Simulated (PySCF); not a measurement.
Harmonic spectrum computed at PBE0 in the def2-TZVP basis family (core potentials from Rb on, PySCF, no spin–orbit coupling):

```tsv
ω (cm⁻¹)	IR (km/mol)
286	26.2
588	99.8
693	231
726	5.5
1088	91.4
3898	169
```

Task: Which molecule gave it? In each, all ligands are bound to the one heavy central atom.
A. TaN(OH) (doublet)
B. HfN(OH) (singlet)
C. RuN(OH) (singlet)
D. MoN(OH) (triplet)
E. WN(OH) (triplet)

Result: A. It has Cs symmetry with O–H 0.960 Å, Ta–N 1.689 Å, Ta–O 1.894 Å.
